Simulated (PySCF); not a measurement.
Sn(H)3(OEt) (C₂H₈OSn), SMILES [O](CC)[SnH3].

Coordinates come from a PBE-D3(BJ)/def2-SVP optimisation. The structure was generated by enumeration; whether it is a known compound was not checked. The def2 effective core potentials stand for the cores of Sn; spin–orbit coupling is left out. The values are those of a single conformer.

Calculation: TDA-PBE/def2-SVPD in PySCF.

Vertical excitations. Isolated molecule, no solvent. State labels are in the subgroup Cs.

```csv
state,symmetry,energy (eV),λ (nm),f,main pairs
S1,A",4.72,263,0.002,HOMO→LUMO 97 %
S2,A",4.95,251,0.009,HOMO→LUMO+1 97 %
S3,A',5.75,216,0.040,"HOMO−1→LUMO+1 48 %, HOMO−1→LUMO 47 %"
S4,A',5.86,211,0.047,"HOMO−1→LUMO+1 47 %, HOMO−1→LUMO 29 %, HOMO→LUMO+3 23 %"
S5,A",5.95,208,0.000,HOMO→LUMO+2 100 %
S6,A",6.35,195,0.002,HOMO→LUMO+4 100 %
S7,A',6.42,193,0.130,"HOMO→LUMO+3 68 %, HOMO−1→LUMO 17 %"
S8,A',6.84,181,0.004,HOMO−1→LUMO+2 93 %
S9,A",6.84,181,0.001,HOMO−2→LUMO 91 %
S10,A",6.93,179,0.000,HOMO→LUMO+5 87 %
T1,A",4.36,284,0,HOMO→LUMO 99 %
T2,A",4.84,256,0,HOMO→LUMO+1 99 %
T3,A',5.09,244,0,HOMO−1→LUMO 99 %
T4,A',5.64,220,0,HOMO−1→LUMO+1 97 %
```
Triplets are in the Tamm–Dancoff approximation.
